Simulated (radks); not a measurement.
The numbers below are computed, except where a source is named.
Orbital eigenvalues (eV) of the oxygen ion O+, [He] 2s2 2p3, of relativity; Dirac values are averaged over j with weights 2j + 1. Spin-unpolarised spherical Kohn-Sham, BLYP, point nucleus unless stated (finite: rms radius 2.6991 fm), a radial shooting solver on a logarithmic mesh with Libxc functionals. A level marked "c x" has the speed of light scaled by that factor and shares open shells by 2j + 1; other Dirac levels either fill j = l - 1/2 first or share by 2j + 1.

shell  non-rel.
1s      -533.89
2s      -39.476
2p      -24.463

Give the values at the level "Dirac, 2j+1 shares, finite nucleus".

Answer. 
shell  Dirac, 2j+1 shares, finite nucleus  change of magnitude (%)
1s                                -534.32                    +0.08
2s                                -39.528                    +0.13
2p                                -24.455                    -0.03
